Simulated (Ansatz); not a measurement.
Si₂₀H₂₉⁻, a nanocrystal with a defect cut from the lattice of silicon (one cap removed). Charge -1, multiplicity 3. Geometry PBE-D4/def2-SVP, that of the neutral doublet; atoms count from 1.

```xyz
49

Si    2.8398   -0.3285    0.6298
Si    1.8224    3.2763    1.7565
Si    0.9592    0.2717   -2.7017
Si    0.0303    3.8466   -1.4121
Si    0.9920   -0.1354    4.0588
Si    0.1660   -2.8658   -0.5742
Si   -1.5655   -2.5623    2.9083
Si   -0.8795    0.6172    0.6518
Si   -2.8641    1.0970   -2.7158
Si   -3.6189   -1.8895   -0.6926
Si    3.5202    1.9186    0.8443
Si    2.8019   -1.0778    2.8648
Si    0.7833   -0.5858   -0.5052
Si   -0.2630    2.8955    0.7255
Si    1.4797    2.5700   -2.7651
Si   -1.0617    0.1552   -3.9096
Si   -0.9861   -0.2937    2.8124
Si   -0.1164   -3.8461    1.5513
Si   -1.9200   -3.2456   -1.6051
Si   -2.9364    0.3566   -0.4783
H     3.9062   -1.0911   -0.1228
H     1.7532    3.0677    3.2444
H     2.1803    4.7221    1.5105
H     2.0248   -0.4932   -3.4536
H     0.6396    5.2127   -1.2082
H    -1.2841    4.0329   -2.1194
H     1.3165    1.2846    4.4325
H     0.7892   -0.9214    5.3307
H     1.2292   -3.6320   -1.3274
H    -1.4092   -3.0091    4.3410
H    -2.9915   -2.8026    2.4958
H    -2.7929    2.5971   -2.7991
H    -4.1544    0.6617   -3.3675
H    -4.0695   -2.4615    0.6235
H    -4.8017   -1.9052   -1.6304
H     4.7043    1.9367    1.7804
H     3.9688    2.4913   -0.4723
H     4.1040   -0.6571    3.5057
H     2.7129   -2.5769    2.9473
H    -1.3270    3.6724    1.4659
H     2.9050    2.8247   -2.3575
H     1.3222    3.0239   -4.1961
H    -0.8673    0.9428   -5.1826
H    -1.3950   -1.2607   -4.2929
H     1.1971   -4.0145    2.2643
H    -0.7067   -5.2211    1.3413
H    -2.2779   -4.6919   -1.3629
H    -1.8519   -3.0339   -3.0928
H    -4.0072    1.1278    0.2584
```

Single mean-field runs in def2-SVP are fitted with def2-universal-jkfit. The highest occupied level of the charge -1 triplet lies above zero (up to 0.38 eV). By energy differences its removal costs 0.66 eV (vertical, to the charge 0 doublet, at PBE0-D4/def2-SVP); self-interaction error and the lack of diffuse functions both raise the level. At PBE0-D4/def2-SVP a singlet of charge -1 lies 1.74 eV below the triplet at the same geometry.

(1) Estimate the Mulliken populations of the heavy atoms from the PBE0/def2-SVP orbitals of Ansatz.

(2) Where does the spin sit?

(3) And the Mayer bond orders between bonded heavy atoms (over 0.3)?

Results:

(1) 
```tsv
atom	charge (e)	spin (α − β)
Si1	-0.03	0.03
Si2	0.04	0.07
Si3	-0.03	0.08
Si4	0.04	0.08
Si5	0.05	0.03
Si6	-0.03	0.03
Si7	0.05	0.03
Si8	-0.24	0.14
Si9	0.04	0.08
Si10	0.04	0.06
Si11	0.06	0.01
Si12	0.07	0.04
Si13	-0.16	-0.03
Si14	0.01	0.00
Si15	0.07	0.01
Si16	0.07	0.01
Si17	-0.06	0.95
Si18	0.07	0.04
Si19	0.06	0.01
Si20	0.01	0.00
```
Mulliken values and Mayer orders depend strongly on the basis.

(2) Summed by element: Si 1.67, H 0.33, of 2 unpaired in all. Largest on single atoms: Si17 0.95, Si8 0.14, Si3 0.08.

(3) Si1–Si11 0.95 (2.36 Å); Si1–Si12 0.94 (2.36 Å); Si1–Si13 0.91 (2.36 Å); Si2–Si11 0.96 (2.36 Å); Si2–Si14 0.95 (2.36 Å); Si3–Si13 0.89 (2.36 Å); Si3–Si15 0.94 (2.36 Å); Si3–Si16 0.94 (2.36 Å); Si4–Si14 0.96 (2.36 Å); Si4–Si15 0.96 (2.36 Å); Si5–Si12 0.94 (2.36 Å); Si5–Si17 0.97 (2.34 Å); Si6–Si13 0.91 (2.36 Å); Si6–Si18 0.94 (2.36 Å); Si6–Si19 0.95 (2.36 Å); Si7–Si17 0.97 (2.34 Å); Si7–Si18 0.94 (2.36 Å); Si8–Si13 0.89 (2.36 Å); Si8–Si14 0.91 (2.36 Å); Si8–Si17 0.90 (2.35 Å); Si8–Si20 0.91 (2.36 Å); Si9–Si16 0.96 (2.36 Å); Si9–Si20 0.96 (2.36 Å); Si10–Si19 0.96 (2.36 Å); Si10–Si20 0.95 (2.36 Å).
